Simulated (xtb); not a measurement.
CdHIO, SMILES [OH][Cd][I]. All values are semi-empirical tight-binding results from xtb (GFN2-xTB unless named), good for trends rather than for accurate numbers. Geometry: GFN2-xTB. Other conformers were not sampled.

For metal compounds this method's bond lengths and energies can be far off.

| Item | Result |
|---|---|
| point group as xtb finds it | Cs |
| orbital gap | 3.70 eV |
| zero-point energy | 7.6 kcal/mol |
| G − E(el) at 298.15 K (modified RRHO) | -12.1 kcal/mol |
